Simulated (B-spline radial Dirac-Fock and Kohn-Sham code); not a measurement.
Cl⁶⁺ 2p1/2: cross section and angular parameters

System: chlorine as Cl⁶⁺ in the configuration [Ne] 3s1; threshold 321.4 eV (orbital energy of the model). Method: Dirac-Hartree-Slater photoionisation with a Latter tail; cross sections with all multipoles, angular parameters from the dipole term and its interference with E2. Computed with a B-spline atomic structure program.

For linearly polarised light dσ/dΩ = σ/(4π) [1 + β P₂(cos θ) + (δ + γ cos²θ) sin θ cos φ], with θ from the polarisation vector and φ the angle between the beam and the projection of the electron momentum on the plane normal to the polarisation.

```tsv
hν (eV)	σ (kb)	β	γ	δ
405	416	1.425	0.044	0.014
411	401	1.431	0.050	0.014
437	343	1.454	0.076	0.015
472	282	1.472	0.108	0.016
795	69.2	1.432	0.320	0.025
799	68.2	1.431	0.322	0.025
975	38.5	1.375	0.400	0.030
1000	35.7	1.367	0.410	0.031
1100	27.0	1.334	0.447	0.034
1250	18.4	1.287	0.495	0.039
1253.6	18.2	1.286	0.496	0.040
1390	13.3	1.245	0.535	0.044
2000	4.27	1.084	0.670	0.066
4270	0.341	0.727	0.913	0.144
5260	0.164	0.635	0.972	0.175
5414.7	0.148	0.623	0.980	0.179
7110	0.0560	0.515	1.054	0.226
7980	0.0369	0.474	1.086	0.248
9610	?	?	?	?
15000	0.00353	0.283	1.292	0.392
```

**Question.** Give the values at 9610 eV.

**Answer.** σ = 0.0187 kb, β = 0.411, γ = 1.143, δ = 0.286.
